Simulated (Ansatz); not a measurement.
# Ligand exchange: NaI + BH2(SH) → NaSH + BH2I

Species: NaI, singlet; BH2(SH), singlet; NaSH `[Na][SH]`, singlet; BH2I `BI`, singlet. The partners trade I for SH: Na–I and B–SH bonds give way to Na–SH and B–I.

Shapes, held fixed at every level: PBE0-D4/def2-TZVP. Programs: Ansatz 0.2.0. The zero-point and thermal change to 298 K, harmonic and unscaled (PBE0-D4/def2-TZVP), is -6.3 kJ/mol.

| level | kind | ΔH(298 K) (kJ/mol) | less CCSD(T)/def2-TZVPP | CPU time (sum over the molecules) |
| --- | --- | --- | --- | --- |
| PBE-D4/def2-TZVPP | GGA | +127.0 | -1.5 | 6.8 s |
| B3LYP-D4/def2-TZVPP | global hybrid | +131.8 | +3.3 | 8.5 s |
| r2SCAN0-D4/def2-TZVPP | global hybrid | +141.1 | +12.6 | 12 s |
| wB97M-V/def2-TZVPP | range-separated hybrid | +136.0 | +7.5 | 24 s |
| MP2/def2-SVP | perturbation theory | +157.9 | +29.4 | – |
| CCSD(T)/def2-SVP | coupled cluster or CI | +155.1 | +26.6 | 4.4 s |
| CCSD/def2-TZVPP | coupled cluster or CI | +131.2 | +2.7 | – |
| CCSD(T)/def2-TZVPP | coupled cluster or CI | +128.5 | 0.0 | 20 s |

The highest level, CCSD(T)/def2-TZVPP, gives ΔH(298 K) = +128.5 kJ/mol; the levels span +127.0 to +157.9. The column of differences is taken from that level and isn't an error. No measured value is set beside it here. For atoms past krypton def2 sets carry core potentials with scalar relativity. Outer-core shells of I, Na are correlated, in sets that cover them unevenly. Times are processor times on shared x86 and Arm servers, and rough.
